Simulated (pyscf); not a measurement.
**F–SiH₂–SiH₂–F, singlet**

Gas-phase minimum from PySCF at ωB97X-D3(BJ)/def2-SVP, one conformer. F–SiH₂–SiH₂–F lies 7.8 kcal/mol over its isomer F–SiH(F)–SiH₃ (electronic energy, ωB97M-D3(BJ)/def2-TZVP). 

```xyz
8

F     -1.3399    -0.3885    -2.3836
Si    -0.2474     0.6342    -1.7220
Si     0.0552    -0.0501     0.4894
F      1.1475     0.9727     1.1511
H     -0.7864     2.0195    -1.8008
H      1.0167     0.5469    -2.5033
H     -1.2090     0.0371     1.2705
H      0.5943    -1.4353     0.5684
```

Bonds (Å): F1–Si2 1.636, Si2–Si3 2.335, Si2–H5 1.489, Si2–H6 1.489, Si3–F4 1.636, Si3–H7 1.489, Si3–H8 1.489. Bond angles (°): F1–Si2–Si3 106.6, F1–Si2–H5 108.6, F1–Si2–H6 108.6, Si3–Si2–H5 111.7, Si3–Si2–H6 111.7, H5–Si2–H6 109.5, Si2–Si3–F4 106.6, Si2–Si3–H7 111.7, Si2–Si3–H8 111.7, F4–Si3–H7 108.6, F4–Si3–H8 108.6, H7–Si3–H8 109.5.

Properties at ωB97X-D3(BJ)/def2-SVP:

| Property | Result |
|---|---|
| Harmonic wavenumbers, unscaled | 55, 106, 220, 365, 481, 624, 737, 745, 844, 855, 871, 954, 965, 976, 2265, 2270, 2273, 2279 cm⁻¹ |
| Zero-point energy | 25.6 kcal/mol |
| Rotational symmetry number | 2 |
| Entropy of this conformer at 298 K and 1 atm, rigid rotor and harmonic oscillator, modes under 100 cm⁻¹ raised to 100 | 322.5 J/(mol K) |
| Dipole moment | 0.00 D |

Single-point totals, which compare only within one level (frozen core for MP2 and CC):

| level | total energy (hartree) |
|---|---|
| ωB97X-D3(BJ)/def2-TZVP | -781.36069 |
| PBE/def2-TZVP | -780.79555 |
| r²SCAN/def2-TZVP | -781.15762 |
| B3LYP-D3(BJ)/def2-TZVP | -781.35272 |
| PBE0-D3(BJ)/def2-TZVP | -780.85970 |
| M06-2X/def2-TZVP | -781.17975 |
| ωB97M-D3(BJ)/def2-TZVP | -781.40795 |
| HF/def2-TZVPP | -779.30274 |
| MP2/def2-TZVPP | -780.04625 |
| CCSD/def2-TZVPP | -780.08124 |
| CCSD(T)/def2-TZVPP | -780.10382 |

Soft torsions are taken as harmonic, which can shift the entropy by several J/(mol K). The CCSD(T) − MP2 part came from Ansatz, without density fitting, on the same reference.
